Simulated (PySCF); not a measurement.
Species: C₆H₁₂O₂Si.
Geometry (GFN2-xTB, Å), atoms numbered from 1 in this order:
```xyz
21
C6H12O2Si angstrom
O      4.8927    0.0905    0.7421
Si     3.5464    0.9009    1.1271
O      2.3453   -0.0032    0.5128
C      0.9711    0.2432    0.5564
C      0.2285   -1.0005    0.1681
C     -1.0266   -1.0708   -0.2557
C     -1.9512    0.0583   -0.4289
C     -2.9325    0.0289   -1.5743
C     -3.4228   -0.1546   -0.1776
H      4.8431   -0.6218    0.1093
H      3.5696    2.2295    0.5128
H      3.4717    0.9716    2.5835
H      0.7337    1.0741   -0.1199
H      0.6808    0.5513    1.5719
H      0.8193   -1.8998    0.2662
H     -1.4404   -2.0401   -0.5018
H     -1.5511    1.0252   -0.1552
H     -2.9173   -0.8304   -2.2274
H     -3.1474    0.9571   -2.0807
H     -3.9774    0.6465    0.2863
H     -3.7444   -1.1390    0.1258
```

Hirshfeld charges (e) from the PBE0/pcSseg-1 density (PySCF), one withheld:

```json
{"atom": "O1", "bonded to": "Si2 H10", "charge": "-0.3165"}
{"atom": "Si2", "bonded to": "O1 O3 H11 H12", "charge": "+0.4505"}
{"atom": "O3", "bonded to": "Si2 C4", "charge": "-0.2272"}
{"atom": "C4", "bonded to": "O3 C5 H13 H14", "charge": "+0.0097"}
{"atom": "C5", "bonded to": "C4 C6 H15", "charge": "-0.0633"}
{"atom": "C6", "bonded to": "C5 C7 H16", "charge": "?"}
{"atom": "C7", "bonded to": "C6 C8 C9 H17", "charge": "-0.0402"}
{"atom": "C8", "bonded to": "C7 C9 H18 H19", "charge": "-0.0863"}
{"atom": "C9", "bonded to": "C8 C7 H20 H21", "charge": "-0.0858"}
{"atom": "H10", "bonded to": "O1", "charge": "+0.1804"}
{"atom": "H11", "bonded to": "Si2", "charge": "-0.0922"}
{"atom": "H12", "bonded to": "Si2", "charge": "-0.0879"}
{"atom": "H13", "bonded to": "C4", "charge": "+0.0395"}
{"atom": "H14", "bonded to": "C4", "charge": "+0.0385"}
{"atom": "H15", "bonded to": "C5", "charge": "+0.0410"}
{"atom": "H16", "bonded to": "C6", "charge": "+0.0456"}
{"atom": "H17", "bonded to": "C7", "charge": "+0.0466"}
{"atom": "H18", "bonded to": "C8", "charge": "+0.0480"}
{"atom": "H19", "bonded to": "C8", "charge": "+0.0498"}
{"atom": "H20", "bonded to": "C9", "charge": "+0.0497"}
{"atom": "H21", "bonded to": "C9", "charge": "+0.0479"}
```

Problem. What is the charge on C6?

Solution. The charges add up to the total charge, 0. The others sum to +0.0478, which leaves -0.0478 e for C6 (alkene CH carbon); the computed value is -0.0479, the difference coming from rounding and the integration grid.

Problem. Add each hydrogen's charge to the atom that carries it.

Solution. O1 -0.1361, Si2 +0.2704, C4 +0.0877, C5 -0.0223, C6 -0.0023, C7 +0.0064, C8 +0.0115, C9 +0.0118. Atoms without hydrogen keep their charges.

Problem. Across which bond do the charges differ most?

Solution. Si2–O1: +0.4505 on Si2 against -0.3165 on O1, a difference of 0.7670 e. The lower charge is on the more electronegative element of the two (Pauling values: O 3.44, Si 1.90).

Problem. Take the bonds between elements whose Pauling electronegativities differ by more than 0.25. In how many does the more electronegative atom carry the lower charge?

Solution. In 15 of 15.

Problem. How much positive and how much negative charge does this set hold in all?

Solution. +1.0472 e on 12 atoms and -1.0473 e on 9.

The Hirshfeld scheme weights the molecular density at each point by an atom's share of the summed free-atom densities. The structure is a single GFN2-xTB conformer in the gas phase; no vibrational or solvent corrections.

The run behind these numbers computed NMR shieldings as well. Hardware: an Arm Neoverse N1 with one thread (shared host). Cost: 71 s wall.
